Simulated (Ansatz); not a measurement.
Gas-phase electronic energies from Ansatz, PBE0-D4/def2-TZVP geometries. CCSD(T)/CBS is the MP2 limit (def2-TZVPP, def2-QZVPP) plus CCSD(T) − MP2 in def2-TZVPP, frozen cores. Elements past krypton have def2 core potentials. For Sb outer-core shells are correlated without core-valence functions, which leaves a few kJ/mol of doubt a bond. Each species was taken in one conformer, which may not be the lowest.

Reaction (redistribution): `C[CH2][SbH2]` + `OC1(F)NB1[SiH3]` → `C[CH2][SbH][SiH3]` + `OC1(F)BN1`

```csv
species,CCSD(T)/CBS(def2) energy (Eh)
`C[CH2][SbH2]`,-320.31453
`OC1(F)NB1[SiH3]`,-584.56642
`C[CH2][SbH][SiH3]`,-610.60798
`OC1(F)BN1`,-294.28666
```

Work out ΔE.

ΔE = (-610.60798) + (-294.28666) − (-320.31453) − (-584.56642) = -0.01369 Eh = -35.9 kJ/mol.

Largest T1 diagnostic among the species: 0.014.

Leaving LDA and LC-ωPBE aside and taking each functional with its dispersion term where it has one, the values, not all of them listed here, spread over 15.8 kJ/mol, from BHLYP-D4 to B97M-V. The D4 term adds −3.6 kJ/mol with B3LYP and −1.9 kJ/mol with PBE0; it sums over pairs of atoms, weighted by their polarisabilities, and B3LYP, whose exchange is more repulsive, gets the larger term. At CCSD(T), def2-SVP lies +12.7 kJ/mol from the extrapolated value and def2-TZVPP +7.2 kJ/mol.

B3LYP here is the variant with VWN-RPA as its local correlation; programs differ in this.
